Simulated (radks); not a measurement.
Values are calculated unless marked as measured or tabulated.
Valence configurations of Pr IV (all share [Xe]). Level of theory: scalar-relativistic Kohn-Sham, r2SCAN, spin-polarised, spherical densities, finite nucleus; open shells are filled with parallel spins first (spin-orbit coupling, left out, can overturn this in heavy ions); meta-GGA in the generalised Kohn-Sham scheme; Fermi nuclear charge, rms radius 4.8919 fm (a radial shooting solver on a logarithmic mesh with Libxc functionals). Energies are relative to 4f2; eigenvalues in eV for spin up.

| valence | E (eV) | moment (Bohr magnetons) | e(4f) | e(5d) | e(6p) | e(6s) |
|---|---|---|---|---|---|---|
| 4f2 | 0.000 | 2 | -30.042 | - | - | - |
| 4f1 6s1 | 12.794 | 2 | -39.622 | - | - | -23.765 |
| 6s2 | 34.134 | 0 | - | - | - | -25.331 |
| 4f1 6p1 | 17.803 | 2 | -40.597 | - | -19.110 | - |
| 4f1 5d0.5 6p0.5 | 13.186 | 2 | -38.573 | -27.194 | -17.959 | - |
| 5d1.5 6p0.5 | 26.973 | 2 | - | -29.430 | -18.541 | - |
| 4f1 5d1 | 8.544 | 2 | -36.493 | -25.891 | - | - |
| 4f0.5 5d1 6p0.5 | 19.478 | 2 | -42.036 | -28.326 | -18.262 | - |
| 4f1.5 6s0.5 | 5.681 | 2 | -34.740 | - | - | -22.149 |
| 5d2 | 21.546 | 2 | - | -28.053 | - | - |

NIST lists [Xe] 4f2 as the ground configuration; this level of theory agrees among the configurations tried. The energies are those of spherical high-spin densities, not of single terms.
